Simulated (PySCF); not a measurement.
# A search over the determinants of CdS

Unrestricted PBE0; basis Cd cc-pVDZ-PP with ECP28, S cc-pV(D+d)Z; scalar-relativistic core potentials; PySCF 2.14. Outer shells of the fragments: Cd 4d10 5s2; S 3s2 3p4.

Followed along the bond (rough minima from three points):

| 2Ms+1 | unpaired | ⟨S²⟩ at the start | R at minimum (Å) | Te (eV) |
| --- | --- | --- | --- | --- |
| 3 | σ ↑, π ↑ | 2.01 | 2.46 | 0.00 |
| 1 | none | 0.00 | 2.24 | 0.00 |

Solutions found at the starting distance of 2.385 Å, counted from the lowest of them; the search is not exhaustive and high or unbound solutions are not listed, so other states can lie among these:

| 2Ms+1 | unpaired | term | E (eV) | ⟨S²⟩ | ⟨Lz²⟩ | μ (D) |
| --- | --- | --- | --- | --- | --- | --- |
| 3 | σ ↑, π ↑ | ³Π | 0.00 | 2.01 | 1.01 | -1.96 |
| 1 | none | ¹Σ⁺ | 0.12 | 0.00 | 0.00 | -5.90 |
| 1 | σ ↓, π ↑ | mixed | 0.12 | 1.01 | 1.01 | -2.08 |
| 3 | σ ↑↑ | ³Σ⁺ | 1.96 | 2.01 | 0.00 | -3.54 |
| 3 | π ↑↑ | ³Σ⁻ | 2.27 | 2.01 | 0.00 | 3.83 |
| 1 | π ↑↓ | mixed | 2.69 | 1.01 | 2.02 | 3.80 |
| 3 | π ↑↑ | mixed | 3.47 | 2.01 | 2.01 | -2.29 |
| 1 | π ↑↓ | mixed | 3.61 | 1.06 | 2.01 | -2.16 |
| 3 | π ↑↑ | mixed | 3.64 | 2.01 | 2.01 | -2.30 |
| 1 | none | mixed | 4.08 | 0.00 | 2.00 | 3.74 |
| 3 | σ ↑, π ↑ | ³Π | 5.66 | 2.01 | 1.00 | -3.73 |

A term symbol is given only where ⟨S²⟩ and ⟨Lz²⟩ are close to those of a pure state; real π, δ and φ orbitals otherwise mix terms. A positive dipole means Cd(−)S(+).

Compare the gap between the two lowest followed solutions at the starting distance with the gap between their minima.

At PBE0 the second solution (singlet, closed shell) lies +0.12 eV from the first (triplet, unpaired electrons σ ↑, π ↑) at 2.385 Å and +0.00 eV at the minima; the two curves relax by different amounts, since their minima lie near 2.24 and 2.46 Å. A gap this small is a tie at this level.

Spin–orbit coupling is left out. Counting both spins, an empty level lies below a filled one in some of these solutions, because spin and occupation are held.
